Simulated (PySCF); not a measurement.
## Ga⁺ (gallium, charge +1): B3LYP calculation

Configuration: [Ar] 3d10 4s2, closed-shell 1S. Computed with PySCF 2.14 in def2-SVP, with the non-relativistic Hamiltonian (point nucleus).

* Total energy: -1924.392 hartree
* One-electron energy: -2673.541 hartree
* Hartree (Coulomb) energy: 823.979 hartree
* Exchange-correlation energy: -74.830 hartree
* Kinetic energy: 1921.37264 hartree
* ⟨S²⟩: 0.0000
* ⟨L²⟩: 0.000
* Sum of ⟨r⟩: 19.68 bohr
* Sum of ⟨r²⟩: 24.87 bohr²
* Density at the nucleus (Gaussians lack the cusp): 19200 bohr⁻³
* Langevin diamagnetic susceptibility: -19.7 ×10⁻⁶ cm³/mol
* Time after the integrals: 0.36 s of wall time on 1 thread of Neoverse-V1 (shared host)

```
shell  electrons  mean orbital energy (hartree)  rms radius, mean of both spins (bohr)
   1s          2                     -372.83976                                 0.0572
   2s          2                      -46.22279                                  0.240
   2p          6                      -40.98671                                  0.212
   3s          2                       -5.81159                                  0.711
   3p          6                       -4.09494                                  0.743
   3d         10                       -1.14490                                  0.910
   4s          2                       -0.62311                                   2.44
```
